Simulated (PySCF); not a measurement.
A mixed set of molecules. Computed with PySCF 2.14.0, density-fitted response routines, TDDFT CAM-B3LYP/def2-SVPD, vertical, gas phase, core orbitals frozen in the response. Geometries: PBE0-D3(BJ)/def2-SVP; one conformer of each isolated species. Triplets are in the Tamm–Dancoff approximation. Atoms past krypton carry core potentials; spin–orbit coupling is left out.

Question: Rank by computed HOMO energy, lowest first.
A. `Bc1ccc(F)cc1` (C6H6BF)
B. `[CH2]=[Nb]([CH3])([CH3])[CH3]` (C4H11Nb)
C. `FB=S` (BFS)
D. `F[CH2][GeH3]` (CH5FGe)
E. `[CH3][GeH2][F]` (CH5FGe)
F. `CC#[N+][GaH2-][O]C(C)C` (C5H12GaNO)
G. `O=C(Cl)c1ccsc1` (C5H3ClOS)
H. `CC(C)[SiH2][SiH](N)N` (C3H14N2Si2)

Answer: E (-10.54 eV), D (-9.97 eV), C (-9.75 eV), G (-8.99 eV), A (-8.86 eV), F (-8.16 eV), H (-8.02 eV), B (-7.53 eV).

```tsv
SMILES	HOMO (eV)	f (S1)	S1 (eV)	gap (eV)	first f ≥ 0.01 (nm)	S1 mainly
[CH3][GeH2][F]	-10.54	0.006	7.88	11.59	145	H→L (71%)
F[CH2][GeH3]	-9.97	0.033	7.79	10.89	159	H→L (66%)
FB=S	-9.75	0.000	5.84	9.96	186	H-1/H→L+1/L+2 (99%)
O=C(Cl)c1ccsc1	-8.99	0.000	4.80	7.96	244	H-2→L (86%)
Bc1ccc(F)cc1	-8.86	0.010	4.96	7.83	238	H-1→L (75%)
CC#[N+][GaH2-][O]C(C)C	-8.16	0.007	6.12	8.54	201	H→L+1 (50%)
CC(C)[SiH2][SiH](N)N	-8.02	0.024	5.94	9.08	209	H→L+1 (79%)
[CH2]=[Nb]([CH3])([CH3])[CH3]	-7.53	0.001	2.72	6.98	321	H→L (98%)
```

H and L stand for HOMO and LUMO. A slash joins orbitals within 0.01 eV of each other, whose weights are summed (≥ marks a lower bound).

- `[CH3][GeH2][F]`: Löwdin shares by element: HOMO carbon 35%, germanium 25%, fluorine 15%, hydrogen 7% or more (atoms not listed hold the other 18%); LUMO (one of a set within 0.03 eV) germanium 35%, hydrogen 24% or more, carbon 16% (atoms not listed hold the other 25%).
- `F[CH2][GeH3]`: Löwdin shares by element: HOMO carbon 32%, fluorine 26%, germanium 23%, hydrogen 5% or more; LUMO germanium 54%, hydrogen 16% or more, carbon 11% (atoms not listed hold the other 18%).
- `FB=S`: Löwdin shares by element: HOMO (one of a set within 0.03 eV) sulfur 70%, boron 26%, fluorine 5%; LUMO boron 68%, sulfur 20%, fluorine 12%.
- `O=C(Cl)c1ccsc1`: Löwdin shares by element: HOMO carbon 84% or more (atoms not listed hold the other 16%); LUMO carbon 43% or more, oxygen 20%, sulfur 14% (atoms not listed hold the other 23%).
- `Bc1ccc(F)cc1`: Löwdin shares by element: HOMO carbon 53% or more, fluorine 10% (atoms not listed hold the other 37%); LUMO carbon 35% or more, boron 34% (atoms not listed hold the other 31%).
- `CC#[N+][GaH2-][O]C(C)C`: Löwdin shares by element: HOMO oxygen 48%, gallium 12%, hydrogen 10% or more, carbon 10% or more (atoms not listed hold the other 19%); LUMO carbon 53% or more, hydrogen 20% or more (atoms not listed hold the other 26%).
- `CC(C)[SiH2][SiH](N)N`: Löwdin shares by element: HOMO nitrogen 37%, silicon 36% (atoms not listed hold the other 27%); LUMO (one of a set within 0.03 eV) silicon 33%, hydrogen 19% or more (atoms not listed hold the other 48%).
- `[CH2]=[Nb]([CH3])([CH3])[CH3]`: for S1 the Löwdin share of niobium is 35% in HOMO and 73% in LUMO.
